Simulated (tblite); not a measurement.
C5H12NP.
Atom-mapped SMILES: `[CH3:1][C@H:2]1[CH2:3][P@:4]([CH3:5])(=[NH:6])[CH2:7]1` (hydrogens: H8, H9, H10 on C1; H11 on C2; H12, H13 on C3; H14, H15, H16 on C5; H17 on N6; H18, H19 on C7)

Computed with GFN2-xTB (tblite), gas phase: L-BFGS steps from a force-field or distance-geometry start until the largest atomic force falls under 0.01 eV/Å.

Step 59: E = -605.3975 eV
```
atom  x, y, z in Å  |  force x, y, z in eV/Å
C1     -2.2597   -0.2795    0.7195    0.037   0.012  -0.018
C2     -1.2390    0.1396   -0.3281    0.009  -0.023  -0.005
C3     -0.2505    1.2293    0.1513   -0.031  -0.006  -0.003
P4      1.2134    0.2148   -0.4408    0.022  -0.036   0.086
C5      2.1263   -0.3396    1.0277    0.019  -0.007   0.017
N6      2.2711    0.6373   -1.5001   -0.020   0.009  -0.031
C7     -0.2228   -0.9683   -0.6932    0.016  -0.003  -0.018
H8     -1.7605   -0.6271    1.6235   -0.005   0.019  -0.040
H9     -2.8864   -1.0863    0.3420    0.022   0.023  -0.004
H10    -2.9015    0.5597    0.9823    0.006  -0.007  -0.007
H11    -1.7574    0.4796   -1.2295   -0.051  -0.024   0.057
H12    -0.2724    1.3818    1.2310   -0.002  -0.008  -0.034
H13    -0.3760    2.1975   -0.3338    0.007  -0.014   0.007
H14     2.7484    0.4872    1.3657   -0.017  -0.013  -0.001
H15     2.7710   -1.1638    0.7283   -0.015   0.011   0.003
H16     1.4440   -0.6540    1.8148    0.026   0.008  -0.009
H17     1.8987    0.9724   -2.3781   -0.003  -0.006   0.012
H18    -0.3256   -1.3625   -1.7044   -0.010   0.007   0.009
H19    -0.2306   -1.8090    0.0024   -0.011   0.056  -0.023
```

Step 60: E = -605.3984 eV
```
atom  x, y, z in Å  |  force x, y, z in eV/Å
C1     -2.2314   -0.2895    0.7467    0.036   0.017  -0.031
C2     -1.2435    0.1400   -0.3288    0.018  -0.025  -0.005
C3     -0.2543    1.2395    0.1269   -0.025   0.005   0.006
P4      1.2122    0.2161   -0.4463   -0.013  -0.019   0.096
C5      2.0949   -0.3438    1.0385    0.019  -0.007   0.011
N6      2.2912    0.6316   -1.4862    0.014  -0.004   0.001
C7     -0.2266   -0.9595   -0.7179    0.017  -0.023  -0.020
H8     -1.7064   -0.6326    1.6382   -0.006   0.028  -0.059
H9     -2.8616   -1.1008    0.3861    0.027   0.000  -0.014
H10    -2.8761    0.5418    1.0248    0.011   0.015   0.005
H11    -1.7879    0.4744   -1.2172   -0.059  -0.031   0.079
H12    -0.2760    1.4195    1.2030   -0.002  -0.010  -0.056
H13    -0.3805    2.1962   -0.3822    0.013  -0.037   0.019
H14     2.7182    0.4775    1.3857   -0.020   0.010   0.011
H15     2.7408   -1.1699    0.7491   -0.012  -0.018  -0.002
H16     1.3984   -0.6547    1.8148    0.032   0.013  -0.019
H17     1.9429    0.9707   -2.3714   -0.029   0.003  -0.013
H18    -0.3299   -1.3287   -1.7391   -0.008   0.013   0.024
H19    -0.2342   -1.8184   -0.0439   -0.011   0.069  -0.033
```

Step 61: E = -605.4000 eV
```
atom  x, y, z in Å  |  force x, y, z in eV/Å
C1     -2.1958   -0.3002    0.7757    0.009   0.016  -0.034
C2     -1.2478    0.1400   -0.3300    0.032  -0.013  -0.011
C3     -0.2596    1.2504    0.0989    0.005   0.011   0.012
P4      1.2103    0.2165   -0.4499   -0.069   0.021   0.064
C5      2.0592   -0.3490    1.0516    0.019  -0.004  -0.001
N6      2.3101    0.6247   -1.4699    0.079  -0.029   0.064
C7     -0.2310   -0.9492   -0.7461    0.014  -0.032  -0.018
H8     -1.6421   -0.6370    1.6515    0.007   0.029  -0.053
H9     -2.8288   -1.1166    0.4353    0.018  -0.039  -0.029
H10    -2.8432    0.5218    1.0720    0.008   0.050   0.019
H11    -1.8224    0.4678   -1.2010   -0.077  -0.032   0.073
H12    -0.2827    1.4614    1.1692   -0.004  -0.006  -0.051
H13    -0.3857    2.1929   -0.4372    0.021  -0.051   0.022
H14     2.6832    0.4660    1.4087   -0.010   0.049   0.030
H15     2.7057   -1.1768    0.7735    0.005  -0.064  -0.012
H16     1.3482   -0.6558    1.8156    0.020   0.013  -0.015
H17     1.9891    0.9680   -2.3618   -0.068   0.017  -0.057
H18    -0.3353   -1.2887   -1.7774    0.000   0.014   0.021
H19    -0.2410   -1.8269   -0.0979   -0.008   0.049  -0.024
```

Task: Estimate the geometry and energy of step 62. (The exact step hangs on the optimiser's Hessian estimate; all steps are aligned on step 61, rigid shifts and turns removed.)

Result: E = -605.3946 eV, largest force 0.283 eV/Å
```
atom  x, y, z in Å  |  force x, y, z in eV/Å
C1     -2.1012   -0.3301    0.8569    0.137   0.036  -0.096
C2     -1.2582    0.1401   -0.3323   -0.088  -0.020   0.050
C3     -0.2718    1.2827    0.0217   -0.034   0.081   0.071
P4      1.2040    0.2204   -0.4615    0.068   0.090  -0.063
C5      1.9612   -0.3634    1.0875   -0.040   0.008  -0.040
N6      2.3662    0.6066   -1.4265   -0.078  -0.071   0.175
C7     -0.2418   -0.9226   -0.8232   -0.068  -0.139  -0.038
H8     -1.4658   -0.6510    1.6903   -0.107   0.107  -0.239
H9     -2.7390   -1.1664    0.5714    0.090   0.003  -0.037
H10    -2.7521    0.4710    1.2058    0.086   0.021  -0.007
H11    -1.9150    0.4513   -1.1574    0.004  -0.112   0.240
H12    -0.2984    1.5813    1.0770   -0.005  -0.051  -0.233
H13    -0.3988    2.1851   -0.5922    0.051  -0.239   0.143
H14     2.5840    0.4379    1.4769   -0.034   0.056   0.031
H15     2.6070   -1.2021    0.8422   -0.013  -0.073  -0.017
H16     1.2044   -0.6583    1.8156    0.089   0.048  -0.095
H17     2.1108    0.9612   -2.3377   -0.087  -0.031   0.061
H18    -0.3487   -1.1769   -1.8857    0.032   0.063   0.224
H19    -0.2567   -1.8572   -0.2479   -0.005   0.223  -0.132
```

The energy changes by +0.0054 eV. The first-order estimate −F·Δx gives -0.0043 eV and the mean of the old and new forces, exact on a quadratic surface, +0.0104 eV. The step makes an angle of 88° with the force vector and moves no atom by more than 0.181 Å. The energy falls at the start of this step and ends higher, so the step passed the lowest point of its straight line.

What follows is the cost of the whole relaxation. The run took 0.62 s wall on Arm Neoverse V1, one thread, no GPU, shared host with 32 logical CPUs at a one-minute load of 17.
